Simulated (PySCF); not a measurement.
A structure optimised at r2SCAN-D4/def2-SVP, used in a PySCF frequency run:

```
Si
H 1 1.4899
H 1 1.4916 2 109.73
H 1 1.4943 2 110.29 3 121.30
Se 1 2.2961 2 110.57 3 -121.92
S 5 2.2412 1 94.92 2 59.36
H 6 1.3555 5 96.81 1 90.16
```

Write its SMILES and formula.

[SiH3][Se]S, H4SSeSi

What are its rotational constants (standard atomic weights)?

5.4992, 2.6615, 1.8562 GHz
